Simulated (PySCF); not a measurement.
## Br⁺: ionisation energy

Br⁺ [Ar] 3d10 4s2 4p4 (3P) → Br²⁺ [Ar] 3d10 4s2 4p3 (4S), as a difference of total energies. Calculation: PySCF 2.14, in aug-cc-pwCVDZ-PP with ECP10MDF; scalar relativity through the core potential. Correlated levels: valence: 3s2 3p6 3d10 frozen; valence and next inner shell: nothing frozen outside the core potential. The calculations carry no spin-orbit coupling.

```csv
method,ionisation energy (eV),error (eV)
UHF,20.163,-1.246
LDA,21.535,+0.126
PBE,21.262,-0.147
PBE0,21.280,-0.129
r2SCAN,21.354,-0.055
M06-L,21.037,-0.372
B3LYP,21.474,+0.065
M06,21.164,-0.245
BLYP,21.292,-0.117
MP2 (valence),20.634,-0.775
SCS-MP2 (valence),20.659,-0.750
MP2 (valence and next inner shell),20.716,-0.693
SCS-MP2 (valence and next inner shell),20.713,-0.696
```

Reference: 21.409 eV (measured; NIST levels, between the centres of gravity of the two terms).

Errors of the correlated levels include the incompleteness of this basis and the frozen core.
